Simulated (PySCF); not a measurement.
The complex [Mn(H2O)4]3+ (charge +3) contains Mn(III), shell d4. The structure is a model geometry with rigid ligands and bond lengths from ionic radii, not a minimum; coordination tetrahedral, point group D2d, metal–donor distances 1.89 Å.

```
13

Mn    0.0000    0.0000    0.0000
O     1.0883    1.0883    1.0883
H     0.8723    1.9683    1.4203
H     1.9683    0.8723    1.4203
O    -1.0883   -1.0883    1.0883
H    -0.8723   -1.9683    1.4203
H    -1.9683   -0.8723    1.4203
O    -1.0883    1.0883   -1.0883
H    -1.9683    0.8723   -1.4203
H    -0.8723    1.9683   -1.4203
O     1.0883   -1.0883   -1.0883
H     1.9683   -0.8723   -1.4203
H     0.8723   -1.9683   -1.4203
```

Method (PySCF 2.14, density fitting): CASSCF(4,5) with orbitals averaged over all microstates of the shell, strongly contracted NEVPT2 on the averaged canonical orbitals; basis x2c-TZVPall on the metal, x2c-SVPall elsewhere; spin-free X2C; gas phase; spin-orbit coupling by state interaction with the mean-field operator over all roots.

(1) Which term lies lowest, and with what spin?

(2) List the excited states of the same spin.

(3) Which is the lowest state of another spin?

(4) What ligand-field parameters describe the result?

(5) What are the magnetic parameters?

The geometry is a model, and the complex may not exist in this form. NEVPT2 lifts 5B1 (from 5E) from 10456 to 13154 cm⁻¹; on the d shell alone such lifts tend to overshoot. NEVPT2 on the d shell alone tends to put d–d bands too high for such charged or covalently bound ions. Gaps between spin states lean to high spin in this active space.

The job took 22 s on one thread of Arm Neoverse N1 (shared host), with 144 basis functions, launched as `OMP_NUM_THREADS=1 python lf_run.py task.json out`.

## Answers

(1) 5B2 (from 5T2) (S = 2, orbital degeneracy 1), with 2.0 electrons in the lower (e-type) set and 2.0 in the upper (t2-type) set, by NEVPT2.

(2) By NEVPT2: 5E (from 5T2) at 1833 cm⁻¹; 5A1 (from 5E) at 6930 cm⁻¹ (1443 nm); 5B1 (from 5E) at 13154 cm⁻¹ (760 nm). The strongest, at 6930 cm⁻¹, has f = 1.8e-04.

(3) 3E (from 3T1) at 12470 cm⁻¹ by NEVPT2; CASSCF alone puts it at 15663 cm⁻¹ above the same ground state.

(4) At CASSCF level (the NEVPT2 levels don't fit a ligand-field model well): orbital energies 0, 4172, 8683, 8683, 9702 cm⁻¹; 10Dq = 6937 cm⁻¹ (difference of the means of the two sets); B = 1087 cm⁻¹; C = 4138 cm⁻¹; B over its free-ion value at the same level 0.887; rms of the fit 216 cm⁻¹; ζ = 332 cm⁻¹ (free ion 363).

(5) The ground multiplet follows a spin Hamiltonian with S = 2, g = 1.933, 1.933, 1.947, D = -1.81 cm⁻¹, E/|D| = 0.00 (spin-orbit part alone); the lowest levels hold 99 % of the spin-free ground state. μeff is 4.79 μB at 300 K and 4.72 μB at 10 K; the spin-only value is 4.90 μB.
